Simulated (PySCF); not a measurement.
A GIAO shielding run with PySCF 2.14.0 with density-fitted response routines (density fitting, non-relativistic, gas phase) on `[Si]1(C)(C)N[SiH2]N[Si@H](O)N1`, C₂H₁₃N₃OSi₃:

```
$ OMP_NUM_THREADS=1 python probes_run.py task.json out

{"job": {"kind": "nmr", "xc": "PBE0", "basis": "pcSseg-1"}, "charge": 0, "multiplicity": 1}
C     -2.697430    -0.775990    -0.402797
Si    -1.010819    -0.042865     0.066066
C     -1.199608     1.579872     1.054499
N     -0.130903    -1.211577     0.999402
Si     1.553931    -1.124387     1.338927
N      2.222011    -0.096381     0.124381
Si     1.646951     0.093781    -1.492796
O      2.347447     1.383469    -2.201714
N     -0.064007     0.269303    -1.353459
H     -3.263088    -0.081663    -1.013511
H     -2.594595    -1.700815    -0.959482
H     -3.286800    -0.984809     0.482935
H     -1.623907     2.376416     0.450107
H     -1.836877     1.453545     1.924832
H     -0.225948     1.910068     1.402943
H     -0.650289    -1.940642     1.454291
H      1.852601    -0.468350     2.622018
H      2.076409    -2.497933     1.305096
H      3.187988     0.149483     0.260868
H      2.037590    -0.972262    -2.409921
H      2.205328     2.255343    -1.842637
H     -0.556396     0.445777    -2.211682
```

Hardware: 1 thread of an Arm Neoverse V1, shared host. The job also computes population analyses, field gradients, ring-centre shieldings.

Problem. How large is the calculation?

Solution. 96 electrons, 239 basis functions and 1300 auxiliary functions.

Problem. How long does it take?

Solution. 78 s of wall time, with 13 SCF cycles and 4 response iterations. Times on a shared host scatter by some tens of per cent.
